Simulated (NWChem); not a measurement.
SiH$_{3}$TeOCl; SMILES [SiH3]O[Te]Cl

```xyz
7

Te    -0.6016     0.5922    -0.0977
Cl     1.6469     1.4159    -0.0732
O     -0.3303    -1.2025     0.7703
Si     0.3607    -2.4831    -0.1211
H     -0.4733    -2.8102    -1.3307
H      0.3857    -3.6484     0.8235
H      1.7553    -2.1342    -0.5595
```
Atoms are numbered in this order, from 1.

Level: PBE-D3(BJ)/def2-SVP with def2 effective core potentials on Te (NWChem), optimised geometry, unscaled harmonic frequencies. def2 effective core potentials on Te; no spin-orbit coupling.

List the harmonic frequencies with IR intensities, and the thermochemistry.


```csv
frequency (cm⁻¹),IR intensity (km/mol)
49,0.8
74,1.0
138,1.0
175,4.0
351,30.4
487,16.3
677,35.9
690,41.3
833,322.2
898,60.0
911,99.7
940,181.7
2160,89.6
2176,82.7
2192,110.1
```

The zero-point energy is 18.2 kcal/mol, the thermal correction to the enthalpy at 298.15 K (with zero-point energy) is 23.1 kcal/mol and the heat capacity Cv is 20.3 cal/(mol K). The entropy at 298.15 K and 1 atm (symmetry number 1) comes out as 87.7 cal/(mol K).

Rigid rotor and harmonic oscillator; modes under 100 cm⁻¹ make the entropy uncertain.
